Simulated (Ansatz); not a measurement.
```yaml
crystal:
  periodic: [false, false, false]
  atoms:
    - {symbol: Tc, position_ang: [0.352294, 0.617247, 0.229089]}
    - {symbol: O, position_ang: [0.341337, 0.625834, 1.925874]}
    - {symbol: O, position_ang: [1.949775, 0.549529, -0.326642]}
    - {symbol: O, position_ang: [-0.490921, 1.974843, -0.330878]}
    - {symbol: N, position_ang: [-0.537169, -0.928023, -0.450561]}
    - {symbol: H, position_ang: [-0.057215, -1.824364, -0.579141]}
    - {symbol: H, position_ang: [-1.558102, -1.015057, -0.467741]}
basis:
  gaussian: {orbitals: STO-3G}
total_charge: -1
magnetization: {spin_polarized: true, initial_magnetization: 1}
hamiltonian: {xc: {name: PBEsol}, dispersion: d3bjatm}
output: {forces: true}
```

```sh
$ ansatz run in.yaml --threads 4 --pin off --events-out ev --progress --plain --max-ram 3916MiB
```

Shortened log:

```
Functional definition: PBEsol
650 factors; integrals over basis functions are off by at most 5.9e-4 eV
mean field evaluation 1: about -120778.2263 eV, gradient 5.3e1 eV
mean field evaluation 2: about -120590.2914 eV, gradient 1.6e2 eV
mean field evaluation 4: about -120790.8197 eV, gradient 1.9e1 eV
mean field evaluation 8: about -120792.4739 eV, gradient 2.1e0 eV
mean field evaluation 16: about -120792.4562 eV, gradient 3.9e-4 eV
mean field evaluation 32: about -120791.0187 eV, gradient 1.9e0 eV
a density is far from that of the atoms, so the factors are made again for it
700 factors; integrals over basis functions are off by at most 3.5e-5 eV
mean field -120792.45609689 eV, -4439.0408854933 hartree, gradient 2.6e-5 eV, S^2 0.752246; 0 other end points of the search recorded, 0 dependent functions left out
reference -120792.45612072 eV, -4439.0408863691 hartree; 39, 38 occupied and 10, 11 virtual orbitals, 700 factors
Total energy: -120792.52566775 eV, -4439.0434421751 hartree
Atom 0 at     0.352294     0.617247     0.229089 Å, force    -0.938194    -0.551692     2.261077 eV/Å
Atom 1 at     0.341337     0.625834     1.925874 Å, force    -0.018721    -0.304842    -1.410920 eV/Å
Atom 2 at     1.949775     0.549529    -0.326642 Å, force     0.101116     0.565021    -0.542730 eV/Å
Atom 3 at    -0.490921     1.974843    -0.330878 Å, force     0.677923     0.107749    -0.541258 eV/Å
Atom 4 at    -0.537169    -0.928023    -0.450561 Å, force     1.319535     2.255031     0.641094 eV/Å
Atom 5 at    -0.057215    -1.824364    -0.579141 Å, force    -0.081981    -1.307285    -0.248106 eV/Å
Atom 6 at    -1.558102    -1.015057    -0.467741 Å, force    -1.059678    -0.763982    -0.159156 eV/Å
Dipole moment:    -0.217660    -0.390034    -0.071433 e Å
```

It took 2.4 s on 4 threads of Arm Neoverse V2 on a shared host.

The highest occupied level of an anion often lies above zero with these methods, and sets without diffuse functions describe the outer electron poorly.

The dipole of an ion depends on the origin.
